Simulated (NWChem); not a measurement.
C₄H₇N; SMILES CCCC#N

```xyz
12

C      0.0061     2.3026     0.0000
C     -0.5234     0.8784     0.0000
C      0.6052    -0.1571     0.0000
C      0.1265    -1.5345     0.0000
N     -0.2713    -2.6214     0.0000
H     -0.8183     3.0305     0.0000
H      0.6259     2.5023     0.8886
H      0.6259     2.5023    -0.8886
H     -1.1638     0.7092    -0.8807
H     -1.1638     0.7092     0.8807
H      1.2529    -0.0202     0.8826
H      1.2529    -0.0202    -0.8826
```
Atoms are numbered in this order, from 1.

All runs: NWChem. Pople sets run with spherical d functions. Structure relaxed at the PBE0/def2-SVP level. Total energies compare along this basis series because the functional is fixed.

| level | basis functions | energy (Ha) | highest occupied level (eV) | orbital gap (eV) | dipole (D) |
|---|---|---|---|---|---|
| B3LYP/STO-3G | 32 | -208.7598 | -7.36 | 11.28 | 3.21 |
| B3LYP/3-21G | 59 | -210.2301 | -8.77 | 10.01 | 3.80 |
| B3LYP/6-31G* | 84 | -211.3778 | -8.69 | 9.68 | 4.03 |
| B3LYP/6-31+G* | 104 | -211.3869 | -9.00 | 8.86 | 4.28 |
| B3LYP/def2-SVP | 105 | -211.2256 | -8.87 | 9.54 | 3.96 |
| B3LYP/def2-SVPD | 156 | -211.2388 | ___ | ___ | 4.25 |
| B3LYP/def2-TZVP | 197 | -211.4663 | -8.99 | 9.19 | 4.24 |

### Question
Fill in the missing entries.

### Answer

- B3LYP/def2-SVPD, highest occupied level (eV): -9.07
- B3LYP/def2-SVPD, orbital gap (eV): 9.06
